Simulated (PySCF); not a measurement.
## Electronic structure of Se⁺ (selenium, charge +1) at the UHF level

Configuration: [Ar] 3d10 4s2 4p2 5s1, high-spin 4P determinant (an excited configuration). Computed with PySCF 2.14 in dyall-av2z (16s12p8d, 92 functions), with no relativity, point nucleus.

```
Total energy                                                  : -2399.090492 hartree
One-electron energy                                           : -3323.8559 hartree
Hartree (Coulomb) energy                                      : 1009.8640 hartree
Exchange energy                                               : -85.0986 hartree
Kinetic energy                                                : 2399.18055 hartree
⟨S²⟩                                                          : 3.7580
⟨L²⟩                                                          : 2.044
Sum of ⟨r⟩                                                    : 24.61 bohr
Sum of ⟨r²⟩                                                   : 47.86 bohr²
Traceless quadrupole moment −½Σ⟨3z² − r²⟩ along its main axis : 1.21 e·bohr²
Density at the nucleus (Gaussians lack the cusp)              : 26800 bohr⁻³
Spin density at the nucleus                                   : 2.94 bohr⁻³
Langevin diamagnetic susceptibility                           : -37.9 ×10⁻⁶ cm³/mol
```

```tsv
shell	electrons	mean orbital energy (eV)	spread (eV)	rms radius, mean of both spins (bohr)
1s α	1	-12557.3	0	0.0521
1s β	1	-12557.0	0	0.0521
2s α	1	-1667.1	0	0.216
2s β	1	-1667.0	0	0.216
2p α	3	-1493.0	0.085	0.191
2p β	3	-1492.7	0.234	0.191
3s α	1	-259.40	0	0.623
3s β	1	-258.83	0	0.623
3p α	3	-197.55	0.093	0.640
3p β	3	-196.87	0.729	0.640
3d α	5	-88.250	0.396	0.691
3d β	5	-87.901	0.704	0.691
4s α	1	-38.895	0	1.87
4s β	1	-32.669	0	1.87
4p α	2	-25.081	0	2.20
5s α	1	-8.891	0	4.78
```

The outer electron is Rydberg-like, and this basis confines it to a smaller radius and binds it less than a complete one would.

Spin-orbit constants ζ (cm⁻¹) from the X2C one-electron operator on these orbitals (non-relativistic here): bare nucleus, nucleus screened by l(l+1)(2l+1)/3 electrons, and screened by the Breit-Pauli mean field of the electrons.

```csv
shell,bare,screened nucleus,mean field
2p,216000,203300,197200
3p,30060,28290,27260
3d,3896,2750,2565
4p,2295,2160,2066
```

To first order the Landé constant is A = 688.8 cm⁻¹, so the lowest level has J = 1/2 and lies 0.213 eV below the centre of the term. This holds in LS coupling only.
